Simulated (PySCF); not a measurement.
CdTe, SMILES [Cd]=[Te]. Geometry: PBE0-D3(BJ)/def2-TZVP. The def2 effective core potentials stand for the cores of Cd, Te; spin–orbit coupling is left out.

**Question.** Give the equilibrium geometry at PBE0-D3(BJ)/def2-TZVP (PySCF confirms it by a frequency run) as bond lengths and angles, and its point group. (An estimate is asked for; the answer gives what the named calculation found.)

**Answer.** point group C∞v.
Atoms: Cd1 Te2. Bonds (Å): Cd1–Te2 2.548.
